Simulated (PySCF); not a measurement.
# Dipole moment and polarisability of `[H]/N=C/C(=C)[Si@@H](N)F`

Species: C3H7FN2Si.
Geometry (GFN2-xTB, Å), atoms numbered from 1 in this order:
```
atom  x, y, z in Å
C1    -0.5762   -1.2454    1.3751
C2    -0.0859   -0.5920    0.3225
C3     1.3147   -0.7829   -0.0574
N4     2.1813   -1.1186    0.7938
Si5   -1.1224    0.5627   -0.7503
N6    -0.4075    2.1193   -0.6848
F7    -0.9708    0.1496   -2.3042
H8    -1.6018   -1.1379    1.6872
H9     0.0465   -1.9141    1.9473
H10    1.5276   -0.5919   -1.1183
H11    3.1269   -1.2263    0.4330
H12   -2.5503    0.4146   -0.4976
H13   -0.2173    2.5526    0.2026
H14   -0.6655    2.8099   -1.3712
```

Level: B3LYP/def2-SVPD (PySCF), static field, nuclei fixed, core orbitals frozen in the response. The polarisability tensor in these axes (au):

```
x    86.82  -4.38   0.15
y    -4.38  70.20 -12.51
z     0.15 -12.51  73.98
```

Question: What are the eigenvalues, a third of the trace, and Δα (Δα² = ½Σ(αi − αj)² over the three pairs)?

Answer: Principal values 59.06, 82.78 and 89.17 au; mean 77.00 au = 11.41 Å³ = 12.70 × 10⁻⁴⁰ C²·m²/J; Δα = 27.47 au (36 % of the mean).

Question: What is the dipole moment, and where does it point?

Answer: (-0.53, 1.54, 0.54) D, 1.71 D in size, pointing from the negative to the positive side. Measured along this direction, the outermost atoms are H11 at the negative end and H13 at the positive end.

Question: What are the principal values of the traceless quadrupole moment, Θ = ½Σq(3rr − r²1), about the centre of nuclear charge?

Answer: -12.63, 4.24, 8.39 D·Å. The values depend on the origin, since the dipole doesn't vanish. The electronic extent ⟨r²⟩ about the same centre is 1016 bohr², a root-mean-square distance of 2.14 Å for the 62 electrons.

Question: How large is μ²/3kT at 273 K beside α?

Answer: In Gaussian units μ²/3kT = 26.00 Å³ against 11.41 Å³, a ratio of 2.28; the Debye molar polarisation (4π/3)N_A(α + μ²/3kT) is 94.4 cm³/mol, leaving out the vibrational part.

Question: In TDDFT the mean static polarisability is Σ f/ω² over all singlet excitations (ω in hartree). How much of it do the 8 lowest give? Their energies (eV) and oscillator strengths: 4.23, 0.0006; 5.07, 0.0022; 5.71, 0.1787; 6.06, 0.0097; 6.28, 0.0003; 6.71, 0.0284; 6.78, 0.0460; 6.79, 0.0069.

Answer: They add up to 5.66 au, 7.4 % of the 77.00 au; the largest single term is 4.05 au, from the state at 5.71 eV. Terms in order: 0.03, 0.06, 4.05, 0.20, 0.00, 0.47, 0.74, 0.11 au. Higher excitations give the rest. The strengths listed sum to 0.273.

Question: What depolarisation ratio follows for Rayleigh scattering of linearly polarised light, taking the static tensor?

Answer: ρ = 3Δα²/(45ᾱ² + 4Δα²) = 2264.6/(266804 + 3019.4) = 0.00839.

Question: What would n − 1 = 2πNα be for an ideal gas of these molecules at 400 K and 1 atm, electronic part alone?

Answer: N = p/kT = 1.8347 × 10¹⁹ cm⁻³, so n − 1 = 2π × N × 11.41 × 10⁻²⁴ cm³ = 1315 × 10⁻⁶ at long wavelengths.

The structure is a single GFN2-xTB conformer in the gas phase; no vibrational or solvent corrections.
